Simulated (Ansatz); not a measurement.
Calculated with Ansatz (gas phase, PBE0-D4/def2-TZVP geometries, no zero-point term in ΔE). CBS: MP2 limit from def2 TZ/QZ plus the TZ coupled-cluster correction, frozen cores. DFT in def2-TZVPP. def2 core potentials past Kr. For In, Nb outer-core shells are correlated without core-valence functions, which leaves a few kJ/mol of doubt a bond. Each species was taken in one conformer, which may not be the lowest.

Reaction (redistribution): `[NH]=[Nb]([NH2])([NH2])[F]` + `[CH3][In]([OH])[Cl]` → `[NH]=[Nb]([NH2])([F])[Cl]` + `[CH3][In]([NH2])[OH]`

| level | ΔE (kcal/mol) |
| --- | --- |
| revPBE-D4 | 6.5 |
| PBE0-D4 | 6.8 |
| CAM-B3LYP-D4 | 6.9 |
| BHLYP | 7.7 |
| MP2/def2-TZVPP | 3.6 |
| CCSD/def2-TZVPP | 6.2 |
| CCSD(T)/def2-TZVPP | 5.6 |
| HF/def2-QZVPP | 9.1 |

(1) What does CCSD(T)/CBS give? (An estimate is asked.)

Largest T1 diagnostic among the species: 0.020, so the coupled-cluster value is less sure than usual.

Results:

(1) Ansatz gave: +5.4 kcal/mol. The listed levels differ from it by 1.1, 1.4, 1.5, 2.3, -1.8, 0.8, 0.2, 3.7 kcal/mol.

Leaving LDA and LC-ωPBE aside and taking each functional with its dispersion term where it has one, the values, not all of them listed here, spread over 2.0 kcal/mol, from B2PLYP to BHLYP-D4. In def2-TZVPP, CCSD(T) changes the Hartree–Fock value by −3.7 kcal/mol (the triples alone add −0.7 kcal/mol) and MP2 by −5.6 kcal/mol.
